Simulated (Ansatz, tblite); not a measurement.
Cost and result up the ladder for the cluster In₂PF₃ (6 atoms). The state is a singlet with charge 0. Geometry: r2SCAN-D4/def2-SVP.

```xyz
6

In   -0.969   -1.081    0.598
In    0.628    0.997   -1.037
P    -1.291   -0.321   -1.669
F     0.740    0.190    0.964
F     2.098    2.259   -1.120
F    -1.206   -2.043    2.264
```

Ansatz on 4 threads of Arm Neoverse V2 on a shared host; xTB runs through tblite on one thread. Times are rough, summed over both states, and most runs start from the orbitals of an earlier one. ωB97X-V/def2-TZVP serves as the yardstick here, not as an exact answer. Differences are given only for rows in sets of like size (and for xTB, whose basis is part of the method), since another set adds its own error. The other state is a doublet.

In the def2 sets In takes a core potential; there is no spin–orbit coupling. The xTB rows come from tblite. Correlated methods freeze 16 core orbitals; core or outer-core shells of In are correlated, in sets that lack core-valence functions. The rows differ in basis, and correlated rows in double-zeta sets carry the largest basis error. The structure comes from a short search, and lower isomers may exist.

Correlated methods converge slowly with the basis, most of all in double-zeta sets.

Raw xTB energies of ions are shifted by several eV.

| level | functions | vertical IE (eV) | difference from ωB97X-V/def2-TZVP (eV) |
| --- | --- | --- | --- |
| CCSD(T)/def2-SVP | 112 | 8.33 | – |
| GFN2-xTB | 39 | 13.97 | 5.36 |
| PBE-D4/def2-TZVP | 230 | 8.64 | 0.04 |
| ωB97X-V/def2-TZVP | 230 | 8.60 | 0.00 |
| PBE0-D4/def2-TZVP | 230 | 8.65 | 0.05 |
| GFN1-xTB | 39 | 13.61 | 5.01 |

Question: Estimate how long each takes.

Answer: GFN2-xTB 0.009 s; GFN1-xTB 0.01 s; PBE-D4/def2-TZVP 7.2 s; PBE0-D4/def2-TZVP 16 s; ωB97X-V/def2-TZVP 29 s; CCSD(T)/def2-SVP 68 s. On shared hardware such times vary by a factor of up to 3.
